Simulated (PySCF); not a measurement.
## `F[C@]1(SC)C[C@@H]1[SiH3]`, C$_{4}$H$_{9}$FSSi

Geometry:
```
atom   x (Å)   y (Å)   z (Å)
  C1  -2.593   0.062  -0.325
  S2  -1.697  -1.468   0.084
  C3  -0.138  -0.727   0.557
  F4  -0.242  -0.035   1.739
  C5   1.143  -1.439   0.305
  C6   0.805  -0.185  -0.466
 Si7   1.721   1.433  -0.121
  H8  -2.088   0.571  -1.141
  H9  -3.593  -0.233  -0.625
 H10  -2.636   0.693   0.558
 H11   1.895  -1.379   1.077
 H12   1.097  -2.394  -0.198
 H13   0.494  -0.351  -1.491
 H14   0.786   2.534  -0.359
 H15   2.195   1.435   1.259
 H16   2.841   1.492  -1.061
```

Computed, not measured: PySCF 2.14.0, TDDFT B3LYP/aug-cc-pVDZ circular dichroism and optical rotation, one conformer, gas phase. Geometry: GFN2-xTB.

The molecule is flexible and this is one conformer; a measurement averages over conformers. States above about 6.5 eV (minus the energy of the highest occupied orbital) lie near or above the ionisation threshold and depend on the basis.

Draw the ECD and absorption spectra from the lowest 16 states, each a Gaussian of half-width 0.25 eV at 1/e height.


| E (eV) | λ (nm) | Δε (L mol⁻¹ cm⁻¹) | ε (L mol⁻¹ cm⁻¹) |
| --- | --- | --- | --- |
| 4.78 | 259 | +0.09 | 3.48 |
| 4.88 | 254 | +0.36 | 14.9 |
| 4.98 | 249 | +1.10 | 47.3 |
| 5.08 | 244 | +2.40 | 115 |
| 5.18 | 239 | +3.72 | 224 |
| 5.28 | 235 | +3.89 | 376 |
| 5.38 | 230 | +2.31 | 565 |
| 5.48 | 226 | -0.08 | 743 |
| 5.58 | 222 | -1.52 | 846 |
| 5.68 | 218 | -0.77 | 952 |
| 5.78 | 215 | +2.42 | 1340 |
| 5.88 | 211 | +7.60 | 2200 |
| 5.98 | 207 | +12.88 | 3200 |
| 6.08 | 204 | +15.05 | 3650 |
| 6.18 | 201 | +12.24 | 3250 |
| 6.28 | 197 | +6.41 | 2450 |
| 6.38 | 194 | +1.59 | 1900 |
| 6.48 | 191 | -0.30 | 1810 |
| 6.58 | 188 | -1.03 | 2090 |
| 6.68 | 186 | -3.31 | 2730 |
| 6.78 | 183 | -6.73 | 3890 |
| 6.88 | 180 | -7.69 | 5390 |
| 6.98 | 178 | -3.96 | 6480 |
| 7.08 | 175 | +1.76 | 6300 |

Δε uses R in velocity form, ε uses f in length form. Only the states computed contribute, so the short-wavelength end is incomplete.
